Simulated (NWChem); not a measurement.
System: CH6MgSi; SMILES [CH3][Mg][SiH3]

NWChem input:

```
start job
memory heap 200 mb stack 900 mb global 1100 mb
geometry units angstroms noautoz
  Mg     0.283459    -0.645145    -0.000464
  C      0.353093    -2.737698    -0.000457
  H      0.848708    -3.129507    -0.898657
  H     -0.651821    -3.179350     0.030857
  H      0.902903    -3.127694     0.866445
  Si     0.195584     1.948722    -0.000470
  H     -1.177507     2.501420     0.232808
  H      0.649289     2.563904    -1.289200
  H      1.053218     2.577916     1.054857
end
basis spherical
  * library aug-pcseg-1
end
dft
  xc b3lyp
  iterations 150
  mulliken
end
task dft energy
```

Parts of the log:

```
             Northwest Computational Chemistry Package (NWChem) 7.3.0
             --------------------------------------------------------

 C3  symmetry detected

                             Geometry "geometry" -> ""
                             -------------------------

 Output coordinates in angstroms (scale by  1.889725989 to convert to a.u.)

  No.       Tag          Charge          X              Y              Z
 ---- ---------------- ---------- -------------- -------------- --------------
    1 Mg                  12.0000     0.00000000     0.00000000     0.68030637
    2 C                    6.0000    -0.00000000     0.00000000     2.77401751
    3 H                    1.0000     0.61989733    -0.80940173     3.18205995
    4 H                    1.0000    -1.01091113    -0.13214597     3.18205995
    5 H                    1.0000     0.39101380     0.94154770     3.18205995
    6 Si                  14.0000    -0.00000000     0.00000000    -1.91504865
    7 H                    1.0000    -1.37321966     0.01378925    -2.51442673
    8 H                    1.0000     0.67466799    -1.19613774    -2.51442673
    9 H                    1.0000     0.69855167     1.18234849    -2.51442673

 Effective nuclear repulsion energy (a.u.)     106.3557107532

      Symmetry information
      --------------------

 Group name             C3
 Group number              5
 Group order               3
 No. of unique centers     5

                                 NWChem DFT Module
                                 -----------------

 Summary of "ao basis" -> "ao basis" (spherical)
 ------------------------------------------------------------------------------
       Tag                 Description            Shells   Functions and Types
 ---------------- ------------------------------  ------  ---------------------
 Mg                       aug-pcseg-1                8       14   5s3p
 C                        aug-pcseg-1                9       23   4s3p2d
 H                        aug-pcseg-1                5        9   3s2p
 Si                       aug-pcseg-1               11       27   5s4p2d

      Symmetry analysis of basis
      --------------------------

        a          46
        e+         36
        e-         36

  Rotation of axis

            General Information
            -------------------
          SCF calculation type: DFT
          Wavefunction type:  closed shell.
          No. of atoms     :     9
          No. of electrons :    38
           Alpha electrons :    19
            Beta electrons :    19
          Charge           :     0
          Spin multiplicity:     1
          Use of symmetry is: on ; symmetry adaption is: on
          Maximum number of iterations: 150
          AO basis - number of functions:   118
                     number of shells:    58
          Convergence on energy requested:  1.00D-06
          Convergence on density requested:  1.00D-05
          Convergence on gradient requested:  5.00D-04

              XC Information
              --------------
                         B3LYP Method XC Potential
                     Hartree-Fock (Exact) Exchange  0.200
                        Slater Exchange Functional  0.800 local
                    Becke 1988 Exchange Functional  0.720 non-local
              Lee-Yang-Parr Correlation Functional  0.810
                  VWN I RPA Correlation Functional  0.190 local

             Grid Information
             ----------------
          Grid used for XC integration:  medium
          Radial quadrature: Mura-Knowles
          Angular quadrature: Lebedev.
          Tag              B.-S. Rad. Rad. Pts. Rad. Cut. Ang. Pts.
          ---              ---------- --------- --------- ---------
          Mg                  1.50       88          16.0       590
          C                   0.70       49          18.0       434
          H                   0.35       45          19.0       434
          Si                  1.10       88          18.0       590
          Grid pruning is: on
          Number of quadrature shells:   315
          Spatial weights used:  Erf1

      Superposition of Atomic Density Guess
      -------------------------------------

 Sum of atomic energies:        -529.03519933

      Non-variational initial energy
      ------------------------------

 Total energy =    -529.943913
 1-e energy   =    -944.333569
 2-e energy   =     308.033946
 HOMO         =      -0.264312
 LUMO         =      -0.033847

      Symmetry analysis of molecular orbitals - initial
      -------------------------------------------------

  Numbering of irreducible representations:

     1 a           2 e+          3 e-

  Orbital symmetries:

     1 a           2 a           3 a           4 a           5 e+
     6 e+          7 a           8 a           9 a          10 e+
    11 e+         12 a          13 a          14 e+         15 e+
    16 e+         17 e+         18 a          19 a          20 a
    21 e+         22 e+         23 a          24 a          25 a
    26 e+         27 e+         28 e+         29 e+

     ---------------------------------------------
      Total Density - Mulliken Population Analysis
     ---------------------------------------------

    Atom       Charge   Shell Charges
 -----------   ------   -------------------------------------------------------
    1 Mg  12    10.67   2.00  2.00  0.46  0.10 -0.00  6.01  0.21 -0.12
    2 C    6     8.02   2.00  0.79  0.63  0.32  2.20  1.96  0.05  0.01  0.05
    3 H    1     0.69   0.69 -0.08  0.01  0.02  0.05
    4 H    1     0.69   0.69 -0.08  0.01  0.02  0.05
    5 H    1     0.69   0.69 -0.08  0.01  0.02  0.05
    6 Si  14    14.10   2.00  2.00  0.94  0.70  0.01  5.99  1.98  0.38  0.00  0.06  0.02
    7 H    1     1.05   0.72  0.33 -0.01  0.01  0.01
    8 H    1     1.05   0.72  0.33 -0.01  0.01  0.01
    9 H    1     1.05   0.72  0.33 -0.01  0.01  0.01

   convergence    iter        energy       DeltaE   RMS-Dens  Diis-err
 ---------------- ----- ----------------- --------- --------- ---------
 d= 0,ls=0.0,diis     1   -531.2505842847 -6.38D+02  1.56D-02  2.44D-01
 d= 0,ls=0.0,diis     2   -531.2512225836 -6.38D-04  6.09D-03  2.23D-01
 d= 0,ls=0.0,diis     3   -531.2845275792 -3.33D-02  1.28D-03  2.83D-02
 d= 0,ls=0.0,diis     4   -531.2884553768 -3.93D-03  7.00D-04  4.76D-04
 d= 0,ls=0.0,diis     5   -531.2885663038 -1.11D-04  1.08D-04  3.09D-05
  Resetting Diis
 d= 0,ls=0.0,diis     6   -531.2885718603 -5.56D-06  2.28D-05  3.71D-07
 d= 0,ls=0.0,diis     7   -531.2885719371 -7.68D-08  7.96D-06  3.37D-08

         Total DFT energy =     -531.288571937122
      One electron energy =     -947.479022514523
           Coulomb energy =      354.921624493069
    Exchange-Corr. energy =      -45.086884668829
 Nuclear repulsion energy =      106.355710753162

 Numeric. integr. density =       38.000026251748

                  Occupations of the irreducible representations
                  ----------------------------------------------

                     irrep           alpha         beta
                     --------     --------     --------
                     a                11.0         11.0
                     e+                8.0          8.0
                     e-                0.0          0.0

                       DFT Final Molecular Orbital Analysis
                       ------------------------------------

 Vector   17  Occ=2.000000D+00  E=-3.303086D-01  Symmetry=e+
              MO Center=  3.1D-01, -3.4D-01, -2.3D+00, r^2= 2.2D+00
   Bfn.  Coefficient  Atom+Function         Bfn.  Coefficient  Atom+Function
  ----- ------------  ---------------      ----- ------------  ---------------
    74      0.396398  6 Si py               101     -0.383366  8 H  s
   110      0.228833  9 H  s                102     -0.186085  8 H  s
    73     -0.168576  6 Si px                71     -0.158952  6 Si py
    92      0.154533  7 H  s                111      0.111089  9 H  s
    93      0.074996  7 H  s                 70      0.067600  6 Si px

 Vector   18  Occ=2.000000D+00  E=-2.844861D-01  Symmetry=a
              MO Center=  1.8D-15,  7.0D-16,  8.6D-01, r^2= 4.7D+00
   Bfn.  Coefficient  Atom+Function         Bfn.  Coefficient  Atom+Function
  ----- ------------  ---------------      ----- ------------  ---------------
     3      0.367503  1 Mg s                 24     -0.326854  2 C  pz
    21     -0.321002  2 C  pz                 2     -0.285538  1 Mg s
    75      0.272727  6 Si pz                68      0.119532  6 Si s
    72     -0.105383  6 Si pz                17      0.102747  2 C  s
    11     -0.094356  1 Mg pz                18     -0.081727  2 C  s

 Vector   19  Occ=2.000000D+00  E=-2.353684D-01  Symmetry=a
              MO Center=  1.3D-15,  3.9D-15,  3.2D-01, r^2= 5.6D+00
   Bfn.  Coefficient  Atom+Function         Bfn.  Coefficient  Atom+Function
  ----- ------------  ---------------      ----- ------------  ---------------
    75      0.397702  6 Si pz                21      0.337266  2 C  pz
    11     -0.334954  1 Mg pz                24      0.226812  2 C  pz
    69     -0.195332  6 Si s                 14     -0.163377  1 Mg pz
    68      0.161359  6 Si s                 18      0.148953  2 C  s
    72     -0.149111  6 Si pz                 8      0.147321  1 Mg pz

 Vector   20  Occ=0.000000D+00  E=-3.819238D-02  Symmetry=a
              MO Center= -5.8D-16, -4.2D-16,  6.4D-01, r^2= 1.3D+01
   Bfn.  Coefficient  Atom+Function         Bfn.  Coefficient  Atom+Function
  ----- ------------  ---------------      ----- ------------  ---------------
     4      1.275150  1 Mg s                 69     -1.002836  6 Si s
    68     -0.615532  6 Si s                  5      0.562671  1 Mg s
     3      0.396320  1 Mg s                 17     -0.370649  2 C  s
    18     -0.292396  2 C  s                 24      0.280503  2 C  pz
    67     -0.259502  6 Si s                 94      0.219039  7 H  s

[...]
```

Level: B3LYP/aug-pcseg-1. All runs use the structure optimised with B3LYP/6-31G* (spherical d). B3LYP is NWChem's, with the RPA form of VWN correlation.
